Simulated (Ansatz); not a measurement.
The cluster Si₃S₄⁻, relaxed as a doublet with UKS PBE-D4/def2-SVPD in Ansatz, starting from the GFN2-xTB geometry. Force threshold 0.02 eV/Å.

Another isomer (doublet) lies 0.64 eV lower at PBE0-D4/def2-TZVPD; other spin states weren't run for this one.

Start:

| atom | x (Å) | y (Å) | z (Å) |
| --- | --- | --- | --- |
| Si1 | -1.023 | 0.649 | 0.576 |
| Si2 | 0.586 | 0.240 | -2.619 |
| Si3 | 0.708 | -0.777 | 0.830 |
| S4 | 1.889 | -1.245 | 2.399 |
| S5 | -2.775 | 0.883 | 1.551 |
| S6 | -1.183 | 0.968 | -1.624 |
| S7 | 1.798 | -0.718 | -1.112 |

```
step  energy (eV)  largest force component (eV/Å)  SCF passes
   1  -66930.8686                           0.919          22
   2  -66930.9467                           0.317          28
   3  -66930.9801                           0.504          26
   4  -66930.9943                           0.088          21
   5  -66930.9946                           0.071          23
   6  -66930.9952                           0.046          23
   7  -66930.9954                           0.006          23
```

Force components are those of the run's own axes.

End:

```xyz
7

Si   -1.136    0.468    0.456
Si    0.601    0.246   -2.682
Si    0.854   -0.584    0.805
S     1.691   -1.332    2.473
S    -2.629    0.948    1.715
S    -1.224    0.935   -1.652
S     1.844   -0.681   -1.114
```

By distances, no bond broke or formed. The bond that changes most is Si1–S6, from 2.23 to 2.16 Å (atoms count from 1).

No frequencies were taken in this run, so the end may be a saddle point.

Hardware: 4 threads of Intel Xeon 6975P-C on a shared host. Wall time 11 s.
